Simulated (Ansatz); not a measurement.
`[F][Ge]([F])([Cl])[I]` + HCl → `[F][Ge]([Cl])([Cl])[I]` + H–F at 600 K and 1 bar (ligand exchange at a Ge–F bond).

Gas-phase electronic energies from Ansatz, PBE0-D4/def2-TZVP geometries. CCSD(T)/CBS adds triple-zeta CCSD(T) − MP2 to the extrapolated MP2 energy (def2 sets, frozen cores). This one scheme is used for every species. def2 core potentials past Kr. For Ge, I outer-core shells are correlated without core-valence functions, which leaves a few kJ/mol of doubt a bond. Scalar relativity is left out up to krypton.

```json
{"species": "`[F][Ge]([F])([Cl])[I]`", "CCSD(T)/CBS energy (Eh)": "-3033.07079", "H − E (kJ/mol)": "68.4", "S (J/(mol·K))": "436.0"}
{"species": "HCl", "CCSD(T)/CBS energy (Eh)": "-460.38127", "H − E (kJ/mol)": "35.4", "S (J/(mol·K))": "207.2"}
{"species": "`[F][Ge]([Cl])([Cl])[I]`", "CCSD(T)/CBS energy (Eh)": "-3393.06114", "H − E (kJ/mol)": "67.5", "S (J/(mol·K))": "449.0"}
{"species": "H–F", "CCSD(T)/CBS energy (Eh)": "-100.39570", "H − E (kJ/mol)": "42.3", "S (J/(mol·K))": "194.0"}
```

H − E and S are ideal-gas, rigid-rotor, harmonic terms from PBE0-D4/def2-TZVP. 1 Eh = 2625.50 kJ/mol, R = 8.31446 J/(mol·K).

Task: By hand: ΔE, ΔH, ΔS and ΔG.

Result: ΔE = (-3393.06114) + (-100.39570) − (-3033.07079) − (-460.38127) = -0.00478 Eh = -12.5 kJ/mol. Δ(H − E) = 67.5 + 42.3 − 68.4 − 35.4 = 6.0, so ΔH = -6.5 kJ/mol. ΔS = 449.0 + 194.0 − 436.0 − 207.2 = -0.2 J/(mol·K). ΔG = -6.5 − 600 × (-0.2)/1000 = -6.4 kJ/mol.

Task: By hand: the equilibrium constant, and the temperature at which ΔG would vanish if ΔH and ΔS stayed fixed.

Result: log₁₀ K = −ΔG/(RT ln 10) = 0.6. ΔG = 0 at ΔH/ΔS = 32500 K, far beyond where these terms or the molecules hold.

The number of gas molecules stays the same, so ΔS is small and ΔH decides. A doubt of 5 kJ/mol in ΔE shifts log₁₀ K by 0.4 here. These are equilibria of isolated gas molecules and say nothing of rates. Largest T1 diagnostic: 0.011 (customary marks: 0.02 for closed shells, 0.045 for open ones).
